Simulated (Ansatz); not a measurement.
`B[SiH2]BO` and `CS[SiH2]BO` differ in one atom or group.

Ansatz, PBE0-D4/def2-TZVP geometries, multiplicity 1. Each molecule was computed in one conformer, which needn't be the lowest.

| property | `B[SiH2]BO` |
| --- | --- |
| HOMO–LUMO gap (ωB97M-V/def2-TZVPP) / eV | 9.13 |
| HOMO energy (PBE0/def2-TZVPP) / eV | -7.61 |
| LUMO energy (ωB97M-V/def2-TZVPP) / eV | -0.59 |
| LUMO energy (PBE/def2-TZVPP) / eV | -3.44 |
| LUMO energy (PBE0/def2-TZVPP) / eV | -2.52 |
| size of the dipole moment (B3LYP/def2-TZVPP) / D | 1.17 |

(1) Give the same properties after the change, and the shifts. (Best estimate.)

## Answers

(1) Computed: 
```tsv
property	`CS[SiH2]BO`	shift
HOMO–LUMO gap (ωB97M-V/def2-TZVPP) / eV	9.41	0.28
HOMO energy (PBE0/def2-TZVPP) / eV	-6.74	0.87
LUMO energy (ωB97M-V/def2-TZVPP) / eV	0.52	1.11
LUMO energy (PBE/def2-TZVPP) / eV	-2.33	1.11
LUMO energy (PBE0/def2-TZVPP) / eV	-1.41	1.11
size of the dipole moment (B3LYP/def2-TZVPP) / D	2.11	0.94
```

With PBE0 the HOMO rises by 0.87 eV and the LUMO rises by 1.11 eV, so the gap widens by about 0.24 eV. PBE moves the HOMO by 0.92 eV and ωB97M-V by 0.82 eV. Dipoles are sizes alone; their direction can turn.

B3LYP here is the variant with VWN-RPA as its local correlation; programs differ in this.
